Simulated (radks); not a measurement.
Ionisation of the cadmium ion Cd+, [Kr] 4d10 5s1, to [Kr] 4d10 as the strength of local exchange is varied. Calculated with a radial shooting solver on a logarithmic mesh with Libxc functionals: Dirac Kohn-Sham, Slater X-alpha exchange (alpha = 2/3 is LDA exchange), no correlation, spin-unpolarised, spherical densities, point nucleus.

alpha  E(Cd+) (hartree)  exchange (hartree)  IE (eV)  -e of the level emptied (eV)  <r> of it (bohr)
0.628       -5577.72163          -136.15200   16.073                12.032 (5s1/2)             2.685
0.646       -5581.62544          -140.15265   16.220                12.173 (5s1/2)             2.674
0.667       -5586.18335          -144.82696   16.392                12.340 (5s1/2)             2.662
0.715       -5596.61540          -155.53891   16.787                12.723 (5s1/2)             2.634
0.85        -5626.05972          -185.87350   17.919                13.827 (5s1/2)             2.559
1.02        -5663.35598          -224.50631   19.383                15.271 (5s1/2)             2.471
1.043       -5668.42059          -229.77014   19.584                15.471 (5s1/2)             2.460

NIST Atomic Spectra Database: 16.908 eV (measured). The Delta-SCF value meets it near alpha = 0.73. Spin polarisation and multiplet splitting are left out, so open shells lie too high by an amount that depends on their filling.

Beside tabulated values, note that spin-unpolarised runs miss the spin-polarisation part of the exchange energy of open shells.
